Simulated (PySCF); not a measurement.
Isomers of C2H14N2Si4, one conformer each; single-point electronic energies without zero-point terms and without any empirical dispersion term.

Level: PBE0/pcSseg-1 in PySCF, non-relativistic, each on one gas-phase PBE0-D3(BJ)/def2-SVP geometry that isn't relaxed in the solvent. The solvent is an IEF-PCM continuum (cavity from Bondi-type radii × 1.2). Specific hydrogen bonds and non-electrostatic terms are outside this model.

```json
{"isomer": "`C1[SiH2]N[Si@H](N([SiH3])[SiH3])C1`", "relative energy, gas (kJ/mol)": "0.0", "dipole (D)": "0.69"}
{"isomer": "`N1[SiH2][C@H](N([SiH3])[SiH3])C[SiH2]1`", "relative energy, gas (kJ/mol)": "154.4", "dipole (D)": "1.14"}
```

How do the relative energies look in benzene (ε = 2.271)?

```json
{"isomer": "`C1[SiH2]N[Si@H](N([SiH3])[SiH3])C1`", "relative energy, solvent (kJ/mol)": "0.0", "E(solvent) − E(gas) (kJ/mol)": "-3.5", "dipole in solvent (D)": "0.75"}
{"isomer": "`N1[SiH2][C@H](N([SiH3])[SiH3])C[SiH2]1`", "relative energy, solvent (kJ/mol)": "153.7", "E(solvent) − E(gas) (kJ/mol)": "-4.2", "dipole in solvent (D)": "1.27"}
```

The order is unchanged. Conformers: `[SiH3:1][N:2]([SiH3:3])[Si@@H:4]1[CH2:5][CH2:6][SiH2:7][NH:8]1` with Si1–N2–Si4–C5 -100°, N2–Si4–C5–C6 -141°, Si4–C5–C6–Si7 35°, C5–C6–Si7–N8 -29°, C6–Si7–N8–Si4 11°; `[SiH3:1][N:2]([SiH3:3])[C@@H:4]1[CH2:5][SiH2:6][NH:7][SiH2:8]1` with Si1–N2–C4–C5 -97°, N2–C4–C5–Si6 -171°, C4–C5–Si6–N7 30°, C5–Si6–N7–Si8 -9°, Si6–N7–Si8–C4 -11°. `N1[SiH2][C@H](N([SiH3])[SiH3])C[SiH2]1` gains most from the continuum, and it has the largest gas-phase dipole. The gains span 0.7 kJ/mol, the gas-phase energies 154.4 kJ/mol.
